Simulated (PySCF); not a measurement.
# Basis-set dependence of population analyses: `C#CC[BH2-][PH3+]`

Species: C3H8BP.
Atom-mapped SMILES: `[CH:1]#[C:2][CH2:3][BH2-:4][PH3+:5]` (hydrogens: H6 on C1; H7, H8 on C3; H9, H10 on B4; H11, H12, H13 on P5)

PBE0 throughout (PySCF), one geometry, spherical d and f functions. Isolated species at its PBE0-D3(BJ)/def2-SVP geometry (one conformer only). Atoms taken as equivalent share a column and are averaged. The first 7 of 9 kinds of atom are listed.

Mulliken charges (e):

| basis | functions | C1 | C2 | C3 | B4 | P5 | H6 | H7/H8 |
| --- | --- | --- | --- | --- | --- | --- | --- | --- |
| STO-3G | 37 | -0.190 | -0.056 | -0.246 | -0.069 | +0.476 | +0.101 | +0.081 |
| 6-31G | 65 | -0.506 | +0.119 | -0.483 | -0.062 | +0.215 | +0.258 | +0.189 |
| pcSseg-0 | 65 | -0.366 | -0.102 | -0.694 | -0.134 | -0.145 | +0.264 | +0.264 |
| 6-31G* | 90 | -0.525 | +0.261 | -0.543 | -0.127 | +0.135 | +0.219 | +0.195 |
| cc-pVDZ | 114 | -0.452 | +0.225 | -0.028 | -0.190 | +0.186 | -0.004 | +0.062 |
| def2-SVP | 114 | -0.487 | +0.216 | -0.043 | -0.182 | +0.217 | +0.030 | +0.069 |
| 6-311+G(2d,p) | 191 | -1.102 | +0.953 | -0.489 | -0.300 | +0.136 | +0.149 | +0.173 |
| aug-cc-pVDZ | 191 | +0.941 | -0.565 | +0.463 | -1.091 | -1.073 | -0.686 | -0.201 |
| def2-TZVP | 209 | -0.250 | -0.009 | -0.313 | -0.257 | +0.053 | +0.165 | +0.135 |
| IGLO-III | 264 | -0.248 | -0.052 | -0.347 | -0.086 | +0.514 | +0.146 | +0.137 |
| cc-pVTZ | 266 | -0.273 | -0.010 | -0.208 | -0.290 | +0.170 | +0.142 | +0.110 |

IAO charges (e):

```csv
basis,functions,C1,C2,C3,B4,P5,H6,H7/H8
STO-3G,37,-0.220,-0.041,-0.391,-0.349,+0.562,+0.147,+0.142
6-31G,65,-0.302,-0.018,-0.395,-0.388,+0.443,+0.191,+0.165
pcSseg-0,65,-0.288,-0.020,-0.398,-0.401,+0.405,+0.182,+0.166
6-31G*,90,-0.295,-0.018,-0.386,-0.406,+0.567,+0.187,+0.160
cc-pVDZ,114,-0.305,-0.014,-0.388,-0.420,+0.564,+0.190,+0.162
def2-SVP,114,-0.297,-0.013,-0.385,-0.418,+0.579,+0.184,+0.159
"6-311+G(2d,p)",191,-0.317,-0.012,-0.397,-0.429,+0.589,+0.197,+0.167
aug-cc-pVDZ,191,-0.318,-0.012,-0.394,-0.421,+0.561,+0.197,+0.166
def2-TZVP,209,-0.316,-0.012,-0.396,-0.430,+0.594,+0.196,+0.167
IGLO-III,264,-0.318,-0.012,-0.398,-0.430,+0.592,+0.197,+0.168
cc-pVTZ,266,-0.315,-0.012,-0.396,-0.427,+0.578,+0.196,+0.167
```

Hirshfeld charges (e):

```json
{"basis": "STO-3G", "functions": "37", "C1": "-0.152", "C2": "-0.073", "C3": "-0.058", "B4": "-0.072", "P5": "+0.437", "H6": "+0.065", "H7/H8": "+0.017"}
{"basis": "6-31G", "functions": "65", "C1": "-0.168", "C2": "-0.047", "C3": "-0.102", "B4": "-0.078", "P5": "+0.306", "H6": "+0.086", "H7/H8": "+0.045"}
{"basis": "pcSseg-0", "functions": "65", "C1": "-0.161", "C2": "-0.048", "C3": "-0.114", "B4": "-0.079", "P5": "+0.331", "H6": "+0.082", "H7/H8": "+0.042"}
{"basis": "6-31G*", "functions": "90", "C1": "-0.166", "C2": "-0.049", "C3": "-0.101", "B4": "-0.082", "P5": "+0.299", "H6": "+0.087", "H7/H8": "+0.047"}
{"basis": "cc-pVDZ", "functions": "114", "C1": "-0.162", "C2": "-0.043", "C3": "-0.117", "B4": "-0.081", "P5": "+0.313", "H6": "+0.083", "H7/H8": "+0.048"}
{"basis": "def2-SVP", "functions": "114", "C1": "-0.162", "C2": "-0.042", "C3": "-0.123", "B4": "-0.086", "P5": "+0.328", "H6": "+0.081", "H7/H8": "+0.048"}
{"basis": "6-311+G(2d,p)", "functions": "191", "C1": "-0.157", "C2": "-0.050", "C3": "-0.131", "B4": "-0.078", "P5": "+0.308", "H6": "+0.082", "H7/H8": "+0.051"}
{"basis": "aug-cc-pVDZ", "functions": "191", "C1": "-0.157", "C2": "-0.046", "C3": "-0.135", "B4": "-0.079", "P5": "+0.300", "H6": "+0.082", "H7/H8": "+0.052"}
{"basis": "def2-TZVP", "functions": "209", "C1": "-0.159", "C2": "-0.046", "C3": "-0.129", "B4": "-0.080", "P5": "+0.301", "H6": "+0.082", "H7/H8": "+0.051"}
{"basis": "IGLO-III", "functions": "264", "C1": "-0.159", "C2": "-0.048", "C3": "-0.135", "B4": "-0.079", "P5": "+0.306", "H6": "+0.081", "H7/H8": "+0.051"}
{"basis": "cc-pVTZ", "functions": "266", "C1": "-0.159", "C2": "-0.043", "C3": "-0.128", "B4": "-0.080", "P5": "+0.301", "H6": "+0.082", "H7/H8": "+0.051"}
```

Some averages cover members that differ in this geometry, most widely: H7/H8, Mulliken in aug-cc-pVDZ -0.240 to -0.163 e.

Question: Which scheme is steadiest as the basis changes?

Answer: Largest range over the bases for any column: Hirshfeld 0.14 e, IAO 0.19 e, Mulliken 2.04 e. Hirshfeld charges move least and Mulliken charges most, counted in e. Without the minimal STO-3G basis the ranges are Hirshfeld 0.03, IAO 0.19, Mulliken 2.04 e.

Question: How much do the charges still move between the two largest bases, IGLO-III and cc-pVTZ?

Answer: At most, over all atoms: Mulliken 0.344 e, IAO 0.014 e, Hirshfeld 0.007 e.

Question: What do the same runs give for the total energy, the frontier levels and the dipole moment?

Answer: 
```tsv
basis	energy (Eh)	HOMO (eV)	LUMO (eV)	μ (D)
STO-3G	-479.3625	-4.73	5.67	5.26
6-31G	-484.8300	-6.78	0.86	4.06
pcSseg-0	-484.2003	-7.12	0.55	4.35
6-31G*	-484.8994	-6.75	0.64	3.70
cc-pVDZ	-484.9354	-6.92	0.49	3.76
def2-SVP	-484.7212	-6.99	0.49	3.85
6-311+G(2d,p)	-484.9812	-7.11	-0.34	3.63
aug-cc-pVDZ	-484.9437	-7.08	-0.45	3.61
def2-TZVP	-484.9936	-7.09	0.17	3.59
IGLO-III	-484.9981	-7.11	0.12	3.63
cc-pVTZ	-484.9938	-7.06	0.24	3.61
```

The dipole is fixed by the density alone, so its range of 1.67 D shows that the density itself changes with the basis, not only its division among atoms.
